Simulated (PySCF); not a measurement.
Hg, singlet (core potentials on Hg). Base run: TPSS/def2-TZVP (PySCF).

PySCF was given this input:
```python
from pyscf import gto, scf, dft

mol = gto.Mole()
mol.atom = '''
    Hg    0.000000    0.000000    0.000000
'''
mol.basis = 'def2-tzvp'
mol.ecp = {'Hg': 'def2-tzvp'}
mol.charge = 0
mol.spin = 0
mol.verbose = 4
mol.build()

mf = dft.RKS(mol)
mf.xc = 'tpss'
mf.kernel()
```

The base run was repeated with changes; each row names its change, and settings that it needs were set with it.

| change | ΔE vs base (µEh) | grid points | electrons on the grid |
|---|---|---|---|
| base | 0.0 | 23744 | 20.00000 |
| grids.prune = off | 0.0 | 43400 | 20.00000 |
| grids.radi_method = delley | -0.4 | 20984 | 20.00000 |
| grids.level = 1 | -38.1 | 8840 | 20.00000 |
| grids.becke_scheme = stratmann | 0.0 | 23744 | 20.00000 |
| grids.atom_grid = (99, 590) | -0.4 | 29856 | 20.00000 |
| grids.radi_method = mura_knowles | -0.4 | 20000 | 20.00000 |
| grids.atom_grid = (150, 974) | -0.4 | 73864 | 20.00000 |
| grids.level = 0 | 2304 | 3224 | 20.00000 |
| grids.level = 2 | -1.7 | 15416 | 20.00000 |
| grids.level = 7 | -0.4 | 97760 | 20.00000 |
